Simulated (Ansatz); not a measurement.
One change: `O[CH2][SnH2][OH]` becomes `[OH][SnH2][CH2][SiH3]`.

Ansatz, PBE0-D4/def2-TZVP geometries, multiplicity 1. Each molecule was computed in one conformer, which needn't be the lowest.

Elements past krypton have def2 core potentials.

```
                                          property  `O[CH2][SnH2][OH]`
             HOMO–LUMO gap (B3LYP/def2-TZVPP) / eV                7.15
               LUMO energy (B3LYP/def2-TZVPP) / eV               -0.63
                 LUMO energy (PBE/def2-TZVPP) / eV               -1.14
size of the dipole moment (ωB97M-V/def2-TZVPP) / D                0.84
                LUMO energy (PBE0/def2-TZVPP) / eV               -0.34
               HOMO–LUMO gap (PBE/def2-TZVPP) / eV                5.28
```

Q: What does the change do to each property? (An estimate is asked.)

A: Computed: 
```tsv
property	`[OH][SnH2][CH2][SiH3]`	shift
HOMO–LUMO gap (B3LYP/def2-TZVPP) / eV	7.13	-0.02
LUMO energy (B3LYP/def2-TZVPP) / eV	-0.59	0.04
LUMO energy (PBE/def2-TZVPP) / eV	-1.14	0.00
size of the dipole moment (ωB97M-V/def2-TZVPP) / D	1.87	1.03
LUMO energy (PBE0/def2-TZVPP) / eV	-0.33	0.01
HOMO–LUMO gap (PBE/def2-TZVPP) / eV	5.35	0.07
```

Dipoles are sizes alone; their direction can turn.

B3LYP here is the variant with VWN-RPA as its local correlation; programs differ in this.
